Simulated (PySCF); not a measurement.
AgF, singlet, geometry from GFN2-xTB (such geometries of metal compounds can be far from the true shape) (all electrons, no relativity); BLYP/3-21G run with PySCF.

Input for PySCF:
```python
from pyscf import gto, scf, dft

mol = gto.M(
    atom='''
Ag   -0.000000   -0.000000   -0.316785
F     0.000000    0.000000    1.654320
''',
    basis='3-21g',
    charge=0,
    spin=0,
    verbose=4,
)

mf = dft.RKS(mol)
mf.xc = 'blyp'
mf.init_guess = 'vsap'
mf.kernel()
```

The log (banner, timings and long lists left out):

```
PySCF version 2.14.0

[INPUT] verbose = 4
[INPUT] num. atoms = 2
[INPUT] num. electrons = 56
[INPUT] charge = 0
[INPUT] spin (= nelec alpha-beta = 2S) = 0
[INPUT] symmetry False subgroup None
[INPUT] Mole.unit = angstrom
[INPUT] Symbol           X                Y                Z      unit          X                Y                Z       unit  Magmom
[INPUT]  1 Ag     0.000000000000   0.000000000000  -0.316785000000 AA    0.000000000000   0.000000000000  -0.598636890370 Bohr   0.0
[INPUT]  2 F      0.000000000000   0.000000000000   1.654320000000 AA    0.000000000000   0.000000000000   3.126211722390 Bohr   0.0

nuclear repulsion = 113.561662224569
number of shells = 19
number of NR pGTOs = 96
number of NR cGTOs = 45
basis = 3-21g
ecp = {}

******** <class 'pyscf.dft.rks.RKS'> ********
method = RKS
initial guess = vsap
damping factor = 0
level_shift factor = 0
DIIS = <class 'pyscf.scf.diis.CDIIS'>
diis_start_cycle = 1
diis_space = 8
diis_damp = 0
SCF conv_tol = 1e-09
SCF conv_tol_grad = None
SCF max_cycles = 50
direct_scf = True
direct_scf_tol = 1e-13
XC library pyscf.dft.libxc version 7.1.2
    S. Lehtola, C. Steigemann, M. J. T. Oliveira, and M. A. L. Marques,  SoftwareX 7, 1–5 (2018)
XC functionals = blyp
    A. D. Becke,  Phys. Rev. A 38, 3098 (1988)
    C. Lee, W. Yang, and R. G. Parr,  Phys. Rev. B 37, 785 (1988)
    B. Miehlich, A. Savin, H. Stoll, and H. Preuss,  Chem. Phys. Lett. 157, 200 (1989)
radial grids:
    Treutler-Ahlrichs [JCP 102, 346 (1995); DOI:10.1063/1.469408] (M4) radial grids

becke partition: Becke, JCP 88, 2547 (1988); DOI:10.1063/1.454033
pruning grids: <function nwchem_prune>
grids dens level: 3
symmetrized grids: False
atomic radii adjust function: <function treutler_atomic_radii_adjust>
small_rho_cutoff = 0
Set gradient conv threshold to 3.16228e-05
tot grids = 36704
  HOMO = -0.22832554146452  LUMO = -0.115186164869722  gap/eV = 3.07868
init E= -5275.09518331302
  HOMO = -0.033021140478464  LUMO = 0.0316484547965055  gap/eV = 1.75975
cycle= 1 E= -5265.73375063513  delta_E= 9.36  |g|=    4  |ddm|= 3.42
  HOMO = -0.117535565526059  LUMO = -0.0963419386982504  gap/eV = 0.57671
cycle= 2 E= -5224.86295631161  delta_E= 40.9  |g|= 9.37  |ddm|= 13.2
  HOMO = -0.820733479617371  LUMO = -0.48569865089533  gap/eV = 9.11676
cycle= 3 E= -5272.40350246266  delta_E= -47.5  |g|= 4.45  |ddm|= 12.7
  HOMO = -0.291064794543764  LUMO = -0.214298328560563  gap/eV = 2.08892
cycle= 4 E= -5274.5386019586  delta_E= -2.14  |g|= 2.07  |ddm|= 1.57
  HOMO = -0.372008629256297  LUMO = -0.13668718920389  gap/eV = 6.40342
cycle= 5 E= -5274.97165113871  delta_E= -0.433  |g|= 1.22  |ddm|= 1.17
  HOMO = -0.121371603431725  LUMO = -0.104007314585258  gap/eV = 0.47251
cycle= 6 E= -5274.48653550317  delta_E= 0.485  |g|=  1.8  |ddm|=  2.1
  HOMO = -0.0803571903349232  LUMO = -0.0727805263846704  gap/eV = 0.20617
cycle= 7 E= -5273.33989796246  delta_E= 1.15  |g|= 2.95  |ddm|= 0.667
  HOMO = -0.133168583695276  LUMO = -0.104752365822019  gap/eV = 0.77324
cycle= 8 E= -5275.02083758466  delta_E= -1.68  |g|= 1.01  |ddm|= 1.17
  HOMO = -0.172643399216542  LUMO = -0.124117381130018  gap/eV = 1.32046
cycle= 9 E= -5275.22395484516  delta_E= -0.203  |g|= 0.339  |ddm|= 0.507
  HOMO = -0.194162510375562  LUMO = -0.11822207378518  gap/eV = 2.06644
cycle= 10 E= -5275.25243977805  delta_E= -0.0285  |g|= 0.0709  |ddm|= 0.412
  HOMO = -0.19132072228989  LUMO = -0.119601068364744  gap/eV = 1.95159
cycle= 11 E= -5275.25369669805  delta_E= -0.00126  |g|= 0.00762  |ddm|= 0.0628
  HOMO = -0.190431834860714  LUMO = -0.119570226419297  gap/eV = 1.92824
cycle= 12 E= -5275.25371221042  delta_E= -1.55e-05  |g|= 0.00196  |ddm|= 0.0114
  HOMO = -0.190621827941974  LUMO = -0.119602649350572  gap/eV = 1.93253
cycle= 13 E= -5275.2537132441  delta_E= -1.03e-06  |g|= 2.63e-05  |ddm|= 0.00222
  HOMO = -0.190625379014491  LUMO = -0.119602713502076  gap/eV = 1.93263
cycle= 14 E= -5275.25371324429  delta_E= -1.95e-10  |g|= 3.77e-06  |ddm|= 3.07e-05
  HOMO = -0.190627111900471  LUMO = -0.11960285998458  gap/eV = 1.93267
Extra cycle  E= -5275.25371324421  delta_E= 8.19e-11  |g|= 1.93e-05  |ddm|= 2.19e-05
converged SCF energy = -5275.25371324421
```
